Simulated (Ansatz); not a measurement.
`[SiH3][GeH]([SiH3])[SiH3]` + `CC[SeH]` → `CC[Se][SiH3]` + `[SiH3][GeH2][SiH3]` at 500 K and 1 bar (cleavage of the Si–Ge bond).

Isolated molecules relaxed with PBE0-D4/def2-TZVP in Ansatz; ΔE leaves out vibrations. CCSD(T)/CBS adds triple-zeta CCSD(T) − MP2 to the extrapolated MP2 energy (def2 sets, frozen cores). For Ge, Se outer-core shells are correlated without core-valence functions, which leaves a few kJ/mol of doubt a bond. Scalar relativity is left out up to krypton. One conformer a species, not always the lowest.

| species | CCSD(T)/CBS energy (Eh) | H − E (kJ/mol) | S (J/(mol·K)) |
| --- | --- | --- | --- |
| `[SiH3][GeH]([SiH3])[SiH3]` | -2949.36178 | 284.7 | 519.6 |
| `CC[SeH]` | -2480.41858 | 226.1 | 344.1 |
| `CC[Se][SiH3]` | -2770.72164 | 288.1 | 427.6 |
| `[SiH3][GeH2][SiH3]` | -2659.07062 | 222.5 | 434.0 |

H − E and S are ideal-gas, rigid-rotor, harmonic terms from PBE0-D4/def2-TZVP, for one conformer and one mirror image of each species. 1 Eh = 2625.50 kJ/mol, R = 8.31446 J/(mol·K).

Task: By hand: ΔE, ΔH, ΔS and ΔG.

Result: ΔE = (-2770.72164) + (-2659.07062) − (-2949.36178) − (-2480.41858) = -0.01190 Eh = -31.2 kJ/mol. Δ(H − E) = 288.1 + 222.5 − 284.7 − 226.1 = -0.2, so ΔH = -31.4 kJ/mol. ΔS = 427.6 + 434.0 − 519.6 − 344.1 = -2.1 J/(mol·K). ΔG = -31.4 − 500 × (-2.1)/1000 = -30.3 kJ/mol.

Task: By hand: the equilibrium constant, and the temperature at which ΔG would vanish if ΔH and ΔS stayed fixed.

Result: log₁₀ K = −ΔG/(RT ln 10) = 3.2. ΔG = 0 at ΔH/ΔS = 14952 K, far beyond where these terms or the molecules hold.

The number of gas molecules stays the same, so ΔS is small and ΔH decides. A doubt of 5 kJ/mol in ΔE shifts log₁₀ K by 0.5 here. Other conformers and mirror images would add mixing entropy, several J/(mol·K) or more a flexible species. Modes under 60 cm⁻¹, often nearly free rotors, make the harmonic entropy too high. These are equilibria of isolated gas molecules and say nothing of rates. Largest T1 diagnostic: 0.012 (customary marks: 0.02 for closed shells, 0.045 for open ones).
